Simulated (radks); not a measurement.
Results of a calculation; reference values are marked as such.
Problem. These are the eigenvalues of the occupied orbitals of an atom or ion with whole-number occupations (eV). Level of theory: non-relativistic Kohn-Sham, XLYP, spin-unpolarised, spherical densities, point nucleus (a radial shooting solver on a logarithmic mesh with Libxc functionals).

| orbital | eigenvalue |
|---|---|
| 1s | -881.7802 |
| 2s | -77.9141 |
| 2p | -54.9283 |

Which element is it, and in what charge state? The configuration may be excited.

Solution. Z = 10, neon, charge +2: Ne2+ in [He] 2s2 2p4. The list shows which subshells hold electrons but not how many an open one holds; the 1s level, -32.405 hartree, gives Z - s = 8.1 by -(Z - s)^2/2, which with screening narrows Z to a few neighbours, and the depths of the outer levels then fix element, charge and occupations together.
